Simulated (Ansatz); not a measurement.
Mulliken charges of `[OH][SnH][OH]` radical from B3LYP/def2-TZVPP in Ansatz (PBE0-D4/def2-TZVP geometry).

```json
{"atom": "O1", "x (Å)": "-1.248", "y (Å)": "-0.685", "z (Å)": "-0.233", "charge (e)": "-0.530"}
{"atom": "Sn2", "x (Å)": "0.417", "y (Å)": "0.303", "z (Å)": "-0.640", "charge (e)": "0.839"}
{"atom": "O3", "x (Å)": "1.414", "y (Å)": "-0.038", "z (Å)": "1.017", "charge (e)": "-0.538"}
{"atom": "H4", "x (Å)": "-1.852", "y (Å)": "-0.783", "z (Å)": "-0.974", "charge (e)": "0.172"}
{"atom": "H5", "x (Å)": "0.129", "y (Å)": "2.026", "z (Å)": "-0.624", "charge (e)": "-0.127"}
{"atom": "H6", "x (Å)": "1.183", "y (Å)": "-0.886", "z (Å)": "1.408", "charge (e)": "0.184"}
```

**Question.** By hand: the dipole of these point charges (1 e Å = 4.8032 D).

**Answer.** Σ q r = (0.133, 0.083, -0.790) e Å, of length 0.805 e Å = 3.87 D.

**Question.** How does the dipole of the full density compare? (Estimate.)

**Answer.** Ansatz gave: (-0.116, -0.078, -0.491) e Å, 2.45 D; the point charges give 1.58 times that, at 27° from its direction.

Point charges leave out the atoms' own dipoles, such as those of lone pairs, and Mulliken's split depends on the basis, so the two needn't agree.

B3LYP here is the variant with VWN-RPA as its local correlation; programs differ in this.
